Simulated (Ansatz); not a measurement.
`[OH][Al]([Cl])[SiH2]Cl`. The species carries charge 0 and has multiplicity 1.

```json
{"atom": "O1", "x (Å)": "0.010", "y (Å)": "-1.706", "z (Å)": "-1.486"}
{"atom": "Al2", "x (Å)": "-0.600", "y (Å)": "-0.332", "z (Å)": "-0.724"}
{"atom": "Cl3", "x (Å)": "-2.430", "y (Å)": "0.494", "z (Å)": "-1.323"}
{"atom": "Si4", "x (Å)": "0.720", "y (Å)": "0.641", "z (Å)": "1.083"}
{"atom": "Cl5", "x (Å)": "-0.258", "y (Å)": "2.306", "z (Å)": "1.817"}
{"atom": "H6", "x (Å)": "-0.417", "y (Å)": "-2.173", "z (Å)": "-2.203"}
{"atom": "H7", "x (Å)": "2.066", "y (Å)": "1.075", "z (Å)": "0.623"}
{"atom": "H8", "x (Å)": "0.908", "y (Å)": "-0.306", "z (Å)": "2.213"}
```

Question: List the harmonic frequencies (cm⁻¹, unscaled) at PBE0-D4/def2-TZVP in Ansatz. (An estimate is asked.)

Answer: Ansatz gave: 13, 57, 157, 171, 177, 350, 375, 430, 518, 558, 634, 690, 795, 883, 932, 2216, 2225, 3951.
